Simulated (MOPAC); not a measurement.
MOPAC input (PM6):

```
PM6 FORCE THERMO(298,298) PRECISE LET UHF MS=0.5 GEO-OK AUX(PRECISION=9) THREADS=1
CHS

S     0.19907132 1    0.06088077 1   -0.23628076 1
C    -0.31076609 1   -0.08880593 1    1.14740245 1
H     0.65060567 1    0.19347658 1   -1.45839743 1
```

Output:

```
 *******************************************************************************
 **                                                                           **
 **                              MOPAC v23.2.5                                **
 **                                                                           **
 *******************************************************************************
 ** MOPAC's Digital Object Identifier: https://doi.org/10.5281/zenodo.6511958 **
 **                                                                           **
 ** Please cite the open-source release paper for use of this MOPAC version:  **
 ** J. E. Moussa and J. J. P. Stewart (2026)                                  **
 ** MOPAC: An open-source semiempirical molecular orbital program             **
 ** J. Open Source Softw., 11(119), 8025, https://doi.org/10.21105/joss.08025 **
 *******************************************************************************

                              PM6 CALCULATION RESULTS

 *******************************************************************************
 *  PM6        - The PM6 Hamiltonian to be used
 *  GEO-OK     - OVERRIDE INTERATOMIC DISTANCE AND OTHER SAFETY CHECKS
 *  UHF        - UNRESTRICTED HARTREE-FOCK CALCULATION
 *  MS=        - IN MECI, MAGNETIC COMPONENT OF SPIN =  0.5
 *  LET        - OVERRIDE SOME SAFETY CHECKS
 *  PRECISE    - TIGHTER CRITERIA TO BE USED
 *  FORCE      - FORCE CALCULATION SPECIFIED
 *  AUX        - OUTPUT AUXILIARY INFORMATION
 *  THERMO     - THERMODYNAMIC QUANTITIES TO BE CALCULATED
 *******************************************************************************
PM6 FORCE THERMO(298,298) PRECISE LET UHF MS=0.5 GEO-OK AUX(PRECISION=9) THREADS=1
 CHS

   ATOM   CHEMICAL          X               Y               Z
  NUMBER   SYMBOL      (ANGSTROMS)     (ANGSTROMS)     (ANGSTROMS)

     1       S          0.19907132  *   0.06088077  *  -0.23628076  *
     2       C         -0.31076609  *  -0.08880593  *   1.14740245  *
     3       H          0.65060567  *   0.19347658  *  -1.45839743  *

          CARTESIAN COORDINATES

    NO.       ATOM           X           Y           Z

     1         S          0.1991      0.0609     -0.2363
     2         C         -0.3108     -0.0888      1.1474
     3         H          0.6506      0.1935     -1.4584

 General Reference for PM6:
 "Optimization of Parameters for Semiempirical Methods V: Modification of NDDO Approximations
 and Application to 70 Elements", J. J. P. Stewart, J. Mol. Mod., 13, 1173-1213 (2007)
 URL: https://link.springer.com/article/10.1007/s00894-007-0233-4

           Empirical Formula: C H S  =     3 atoms

      MOLECULAR POINT GROUP   :   C*v

          UHF CALCULATION, NO. OF ALPHA ELECTRONS =    6
                           NO. OF BETA  ELECTRONS =    5

          HEAT OF FORMATION =      71.388738 KCALS/MOLE

          CARTESIAN COORDINATE DERIVATIVES

   NUMBER  ATOM         X            Y            Z

     1       S     -0.010832    -0.020488     0.000000
     2       C     -0.002523     0.010205     0.000000
     3       H      0.013355     0.010283     0.000000

 DIPOLE           X         Y         Z       TOTAL
 POINT-CHG.     0.983     0.002    -0.000     0.983
 HYBRID        -2.369     0.001     0.000     2.369
 SUM           -1.386     0.003    -0.000     1.386

          GRADIENT NORM =   0.03052

          MOLECULAR WEIGHT =   45.08

          ROTATIONAL CONSTANTS IN CM(-1)

          A =    0.00000000   B =    0.76316945   C =    0.76316941

           PRINCIPAL MOMENTS OF INERTIA IN UNITS OF 10**(-40)*GRAM-CM**2

          A =        0.0000   B =       36.6796   C =       36.6796

          ORIENTATION OF MOLECULE IN FORCE CALCULATION

    NO.       ATOM         X         Y         Z

     1          S      -0.3656   -0.0000    0.0000
     2          C       1.1166   -0.0000    0.0000
     3          H      -1.6752    0.0012   -0.0000

    FIRST DERIVATIVES WILL BE USED IN THE CALCULATION OF SECOND DERIVATIVES

    FOR POINT-GROUP C*v  THERE ARE  84 UNIQUE SYMMETRY FUNCTIONS.

(To convert to Hartree/Bohr^2, multiply by (10^(-21) x N x a0^2)/(4.184 x 627.51) =  0.0642)

           FORCE MATRIX IN MILLIDYNES/ANGSTROM

                  S  1       C  2       H  3
 ------------------------------------------
     S    1  12.425974
     C    2   7.786720   7.788908
     H    3   4.640494   0.077691   4.640782

          HEAT OF FORMATION =      71.388738 KCALS/MOLE

          ZERO POINT ENERGY       6.853 KCAL/MOL

           NORMAL COORDINATE ANALYSIS (Total motion = 1 Angstrom)

   Root No.       1         2         3         4

                 1 Pi      1 Pi      1 Sig     2 Sig

                 364.4     364.4    1223.7    2841.5

           1   -0.0000   -0.0000   -0.1997   -0.0322
           2   -0.0521   -0.0039    0.0000   -0.0000
           3    0.0039   -0.0521   -0.0000    0.0000
           4    0.0000    0.0000    0.5537    0.0050
           5    0.0652    0.0049   -0.0000    0.0001
           6   -0.0049    0.0652    0.0000   -0.0000
           7    0.0001    0.0000   -0.2465    0.9628
           8    0.8799    0.0654   -0.0000   -0.0002
           9   -0.0654    0.8799    0.0000    0.0000

           MASS-WEIGHTED COORDINATE ANALYSIS (NORMAL COORDINATES)

   Root No.       1         2         3         4

                 1 Pi      1 Pi      1 Sig     2 Sig

                 364.4     364.4    1223.7    2841.5

           1   -0.0000   -0.0000   -0.5045   -0.1850
           2   -0.3078   -0.0051    0.0000   -0.0001
           3    0.0051   -0.3078   -0.0000    0.0000
           4    0.0000    0.0000    0.8563    0.0177
           5    0.2359    0.0039   -0.0000    0.0002
           6   -0.0039    0.2359    0.0000   -0.0000
           7    0.0001    0.0000   -0.1104    0.9826
           8    0.9216    0.0154   -0.0000   -0.0002
           9   -0.0154    0.9216    0.0000    0.0000

          DESCRIPTION OF VIBRATIONS

 VIBRATION          2    1Pi         ATOM PAIR     ENERGY CONTRIBUTION    RADIAL
 FREQUENCY           364.45         S 1 -- H 3         +97.7% ( 94.8%)      0.0%
 TRANSITION DIPOLE   1.2405         S 1 -- C 2          +2.3% ( 14.7%)      0.0%
 TRAVEL (Ang.)       0.4193
 REDUCED MASS        1.0526
 EFFECTIVE MASS      2.4459
 FORCE CONSTANT      0.0824

 VIBRATION          3    1Sig        ATOM PAIR     ENERGY CONTRIBUTION    RADIAL
 FREQUENCY          1223.69         S 1 -- C 2         +93.5% (101.9%)    100.0%
 TRANSITION DIPOLE   4.1830         S 1 -- H 3          +6.5% ( 26.9%)    100.0%
 TRAVEL (Ang.)       0.0803
 REDUCED MASS        8.5353
 EFFECTIVE MASS     17.1607
 FORCE CONSTANT      7.5303

 VIBRATION          4    2Sig        ATOM PAIR     ENERGY CONTRIBUTION    RADIAL
 FREQUENCY          2841.47         S 1 -- H 3         +99.7% (100.0%)    100.0%
 TRANSITION DIPOLE   0.8575         S 1 -- C 2          +0.3% (  5.8%)    100.0%
 TRAVEL (Ang.)       0.1558
 REDUCED MASS        0.9770
 EFFECTIVE MASS      1.3968
 FORCE CONSTANT      4.6478

      SYMMETRY NUMBER FOR POINT-GROUP C*v =  1

          SYSTEM IS A GROUND STATE

 CHS

          MOLECULE IS LINEAR

          THERE ARE  4 GENUINE VIBRATIONS IN THIS SYSTEM
          THIS THERMODYNAMICS CALCULATION IS LIMITED TO
          MOLECULES WHICH HAVE NO INTERNAL ROTATIONS

                    CALCULATED THERMODYNAMIC PROPERTIES
                                          *
   TEMP. (K)   PARTITION FUNCTION   H.O.F.    ENTHALPY  HEAT CAPACITY ENTROPY
                                   KCAL/MOL   CAL/MOLE    CAL/K/MOL  CAL/K/MOL

 298.00  VIB.     0.1463D+01                   442.8048     3.2801     2.2420
         ROT.     0.2714D+03                   592.1869     1.9872    13.1227
         INT.     0.3971D+03                  1034.9917     5.2673    15.3647
         TRA.     0.2926D+27                  1480.4672     4.9680    37.3408
         TOT.                       71.389    2515.4588    10.2353    52.7055

   *: NOTE: HEATS OF FORMATION ARE RELATIVE TO THE
            ELEMENTS IN THEIR STANDARD STATE AT 298K
              (=  Standard Enthalpy of Formation).

            Hvib:  Zero-point energy is not included.
                   frequencies of less than zero cm-1 are not included.
            Hrot = (3/2)RT
            Htra = (3/2)RT + pV = (5/2)RT

            Heat capacity is Cp, not Cv

          For more information, see: HTTP://OpenMOPAC.net/Manual/thermochemistry.html

           FORCE CONSTANT IN CARTESIAN COORDINATES (Millidynes/A)

    ATOM   CHEMICAL       X               Y               Z
   NUMBER   SYMBOL  FORCE CONSTANT  FORCE CONSTANT  FORCE CONSTANT

      1       S       12.422514        0.228691        0.228691
      2       C        7.787833        0.050763        0.050763
      3       H        4.639776        0.068118        0.068118

 **********************
 *                    *
 * JOB ENDED NORMALLY *
 *                    *
 **********************

 == MOPAC DONE ==
```
